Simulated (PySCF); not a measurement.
C4H7Br, SMILES C1CC1(Br)C. Coordinates come from a r2SCAN-D4/def2-SVP optimisation.

Level of theory: r2SCAN-D4/def2-SVP (PySCF 2.14.0).

Harmonic wavenumbers (cm⁻¹): 245, 270, 293, 303, 377, 481, 760, 816, 870, 937, 938, 1019, 1054, 1060, 1114, 1167, 1199, 1332, 1395, 1419, 1447, 1464, 1479, 3032, 3124, 3126, 3131, 3140, 3227, 3236. Rotational constants (GHz): 5.639, 2.196, 1.831; symmetry number 1.

Problem. Work out the zero-point energy and the ideal-gas rigid-rotor harmonic-oscillator thermochemistry at 298.15 K and 1 atm.

Solution. ZPE = ½ Σ hcν = ½ × 43457 cm⁻¹ = 62.13 kcal/mol. H − E(el) = 66.30 kcal/mol. Entropy in cal/(mol K): translation 40.61, rotation 27.05, vibration 9.29, total 76.95. G − E(el) = 43.36 kcal/mol. Cp = 22.69 cal/(mol K).
